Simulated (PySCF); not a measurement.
Radial density of Dy²⁺ (dysprosium, charge +2)

r2SCAN, [Xe] 4f10, one real determinant. Calculation: PySCF 2.14, in x2c-TZVPPall with one added diffuse shell each of s, p, d, f type (12s8p8d5f2g, 129 functions); scalar relativity by spin-free X2C-1e.

```
r (bohr)  4πr²ρ (e/bohr)  4πr²(ρα − ρβ)
  0.0253           78.06         0.0038
  0.0426           95.27         0.0067
  0.0716           116.1         0.0018
   0.120           88.27         0.0719
   0.203           101.3         0.7807
   0.341           45.81         3.2725
   0.573           51.19         4.9601
   0.964           17.30         2.7194
    1.62           7.125         0.5684
    2.73          0.6959         0.0101
    4.59        0.006098         0.0003
    7.71       3.441e-05         0.0000
```

Densities and radii are taken from the X2C orbitals without a picture-change correction, which distorts them close to the nucleus.

⟨L²⟩ = 34.01 against 42 for a pure I term, so this real determinant mixes terms. Spin-orbit coupling, absent here, splits the open shell strongly.
